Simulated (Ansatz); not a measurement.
Coupled-cluster run, GeS, SMILES `[S+]#[Ge-]`.

```yaml
crystal:
  periodic: [false, false, false]
  atoms:
    - {symbol: S, position_ang: [-0.000000, -0.000000, -0.001135]}
    - {symbol: Ge, position_ang: [0.000000, 0.000000, 2.013221]}
basis:
  gaussian: {orbitals: def2-QZVPP}
correlation: {method: ccsd_t}
```

```sh
$ ansatz run in.yaml --threads 2 --pin off --events-out ev --progress --plain --max-ram 32768MiB --backend cpu
```

The program prints (abridged):

```
Functional definition: HF
1028 factors; integrals over basis functions are off by at most 1.0e-3 eV
mean field evaluation 1: about -67292.0127 eV, gradient 2.0e1 eV
mean field evaluation 2: about -67292.1058 eV, gradient 2.0e1 eV
mean field evaluation 4: about -67293.6204 eV, gradient 2.2e0 eV
mean field evaluation 8: about -67293.6393 eV, gradient 2.3e-1 eV
mean field -67293.63957321 eV, -2472.9956410484 hartree, gradient 1.8e-6 eV, S^2 0.000000; 0 other end points of the search recorded, 0 dependent functions left out
14 core orbitals not correlated: weight in the atoms' cores, before any rotation towards them, 1.000 or more for the frozen orbitals, at most 0.000 for the correlated occupied ones
reference -67293.63957321 eV, -2472.9956410484 hartree; 10, 10 occupied and 135, 135 virtual orbitals, 1028 factors
second order -18.23646087 eV of doubles, -0.00000000 eV of singles
cycle   1  -17.36453619 eV  change    8.7e-1 eV  update   1.2e-1
cycle   2  -17.78303189 eV  change   -4.2e-1 eV  update   4.2e-2
cycle   3  -17.89313346 eV  change   -1.1e-1 eV  update   2.4e-2
cycle   4  -17.86662848 eV  change    2.7e-2 eV  update   8.1e-3
cycle   5  -17.86446755 eV  change    2.2e-3 eV  update   3.7e-3
cycle   6  -17.86625697 eV  change   -1.8e-3 eV  update   9.4e-4
cycle   7  -17.86601021 eV  change    2.5e-4 eV  update   2.6e-4
cycle   8  -17.86591174 eV  change    9.8e-5 eV  update   6.5e-5
cycle   9  -17.86595029 eV  change   -3.9e-5 eV  update   1.9e-5
cycle  10  -17.86593827 eV  change    1.2e-5 eV  update   5.1e-6
perturbative correction -0.77223087 eV, -0.0283789612 hartree
Total energy: -67312.27774236 eV, -2473.6805811311 hartree
```

Run time 11 s (2 threads of an AMD EPYC 7R13 on a shared host); peak host memory 0.73 GiB.

MP2 recovers 97.8 % of the CCSD(T) correlation energy and the triples give 4.1 %; T1 = 0.0198.
